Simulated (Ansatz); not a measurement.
`SS[SiH2]Cl` and `O[SiH2]SS` differ in one atom or group.

Ansatz, PBE0-D4/def2-TZVP geometries, multiplicity 1. Each molecule was computed in one conformer, which needn't be the lowest.

```json
{"property": "zero-point energy (PBE0-D4/def2-TZVP) / kJ/mol", "`SS[SiH2]Cl`": "80.0"}
{"property": "size of the dipole moment (PBE/def2-TZVPP) / D", "`SS[SiH2]Cl`": "0.14"}
{"property": "LUMO energy (ωB97M-V/def2-TZVPP) / eV", "`SS[SiH2]Cl`": "0.66"}
{"property": "HOMO energy (PBE/def2-TZVPP) / eV", "`SS[SiH2]Cl`": "-6.26"}
{"property": "LUMO energy (PBE/def2-TZVPP) / eV", "`SS[SiH2]Cl`": "-2.40"}
{"property": "HOMO energy (ωB97M-V/def2-TZVPP) / eV", "`SS[SiH2]Cl`": "-9.61"}
```

What does the change do to each property? (An estimate is asked.)

The calculation gave: 
```json
{"property": "zero-point energy (PBE0-D4/def2-TZVP) / kJ/mol", "`O[SiH2]SS`": "113.2", "shift": "33.2"}
{"property": "size of the dipole moment (PBE/def2-TZVPP) / D", "`O[SiH2]SS`": "1.63", "shift": "1.49"}
{"property": "LUMO energy (ωB97M-V/def2-TZVPP) / eV", "`O[SiH2]SS`": "0.77", "shift": "0.11"}
{"property": "HOMO energy (PBE/def2-TZVPP) / eV", "`O[SiH2]SS`": "-6.20", "shift": "0.06"}
{"property": "LUMO energy (PBE/def2-TZVPP) / eV", "`O[SiH2]SS`": "-2.28", "shift": "0.12"}
{"property": "HOMO energy (ωB97M-V/def2-TZVPP) / eV", "`O[SiH2]SS`": "-9.54", "shift": "0.07"}
```

With PBE0 the HOMO rises by 0.06 eV and the LUMO rises by 0.12 eV, so the gap widens by about 0.06 eV. PBE moves the HOMO by 0.06 eV and ωB97M-V by 0.07 eV. The zero-point energy changes by 33.2 kJ/mol with +3 modes. Dipoles are sizes alone; their direction can turn.
